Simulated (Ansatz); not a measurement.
The cluster Ti₂O₂ was relaxed with PBE-D4 (def2-SVP) in Ansatz in these states: charge +1 doublet, neutral quintet, neutral triplet. The geometries follow in no particular order.

A:

```xyz
4

Ti    0.431    1.084   -0.255
Ti    0.082   -1.176    0.192
O    -0.060    0.267    1.304
O    -0.453   -0.175   -1.240
```

B:

Cartesian coordinates in Å:
```
Ti -0.919 -0.412 0.640
Ti 0.919 0.412 -0.640
O -0.833 0.852 -0.777
O 0.833 -0.852 0.777
```

C:

```xyz
4

Ti    0.3752    0.3794   -1.0337
Ti   -0.8239   -0.3777    0.7292
O     0.4668   -1.2340   -0.2120
O    -0.0180    1.2323    0.5165
```

Question: Judge from the bond lengths which geometry belongs to which state (an estimate).

Answer: A is the neutral triplet (Ti1–Ti2 2.330 Å, Ti1–O3 1.827 Å, Ti2–O4 1.827 Å); B is the neutral quintet (Ti1–Ti2 2.386 Å, Ti1–O3 1.901 Å, Ti2–O4 1.901 Å); C is the charge +1 doublet (Ti1–Ti2 2.262 Å, Ti1–O3 1.813 Å, Ti2–O4 1.813 Å).

At PBE0-D4/def2-TZVP a broken-symmetry singlet lies 0.17 eV below the neutral quintet. These are the stationary points nearest to one start from a short search; other shapes may lie lower in each state.
